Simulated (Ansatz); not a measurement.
tert-butylthiol (C4H10S), singlet, geometry from GFN2-xTB; CCSD(T)/STO-3G (Ansatz, a program for electronic structure).

Input for Ansatz:
Ansatz 0.2 input:
```yaml
crystal:
  periodic: [false, false, false]
  atoms:
    - {symbol: C, position_ang: [-0.28728591, 1.20823473, -1.11264235]}
    - {symbol: C, position_ang: [-0.25309893, -0.04926139, -0.25443164]}
    - {symbol: C, position_ang: [0.15383757, -1.26781817, -1.07205804]}
    - {symbol: C, position_ang: [-1.59391997, -0.27688702, 0.43190663]}
    - {symbol: S, position_ang: [0.98570354, 0.19379041, 1.10925437]}
    - {symbol: H, position_ang: [-1.05113059, 1.11037707, -1.88238910]}
    - {symbol: H, position_ang: [-0.51895782, 2.07888926, -0.50319583]}
    - {symbol: H, position_ang: [0.67220764, 1.37358002, -1.59965358]}
    - {symbol: H, position_ang: [0.23356972, -2.14509353, -0.43396168]}
    - {symbol: H, position_ang: [-0.59245319, -1.46420702, -1.84018979]}
    - {symbol: H, position_ang: [1.11415571, -1.10710133, -1.55899341]}
    - {symbol: H, position_ang: [-1.54863534, -1.15449171, 1.07316198]}
    - {symbol: H, position_ang: [-1.85805211, 0.58228339, 1.04469498]}
    - {symbol: H, position_ang: [-2.37350079, -0.42797162, -0.31227422]}
    - {symbol: H, position_ang: [2.03434358, 0.36748006, 0.30808310]}
basis:
  gaussian:
    orbitals: STO-3G
magnetization: {spin_polarized: false}
correlation: {method: ccsd_t}
```

It wrote (shortened):

```
Functional definition: HF
526 factors; integrals over basis functions are off by at most 2.8e-5 eV
mean field evaluation 1: about -14927.1603 eV, gradient 1.9e1 eV
mean field evaluation 2: about -14927.4723 eV, gradient 1.9e1 eV
mean field evaluation 4: about -14929.0411 eV, gradient 1.4e0 eV
mean field evaluation 8: about -14929.0483 eV, gradient 2.9e-6 eV
mean field evaluation 16: about -14928.7459 eV, gradient 3.3e-2 eV
mean field -14929.04826275 eV, -548.6324043837 hartree, gradient 9.0e-7 eV, S^2 0.000000; 0 other end points of the search recorded, 0 dependent functions left out
9 core orbitals not correlated
reference -14929.04826275 eV, -548.6324043837 hartree; 16, 16 occupied and 14, 14 virtual orbitals, 526 factors
second order -6.38116404 eV of doubles, -0.00000000 eV of singles
cycle   1  -7.77356569 eV  change    -1.4e0 eV  update   8.3e-2
cycle   2  -8.41635286 eV  change   -6.4e-1 eV  update   3.1e-2
cycle   3  -8.45601514 eV  change   -4.0e-2 eV  update   5.6e-3
cycle   4  -8.46068739 eV  change   -4.7e-3 eV  update   1.6e-3
cycle   5  -8.46041773 eV  change    2.7e-4 eV  update   3.8e-4
cycle   6  -8.46031587 eV  change    1.0e-4 eV  update   9.0e-5
cycle   7  -8.46031262 eV  change    3.3e-6 eV  update   3.3e-5
perturbative correction -0.05352066 eV, -0.0019668479 hartree
Total energy: -14937.56209602 eV, -548.9452819856 hartree
```
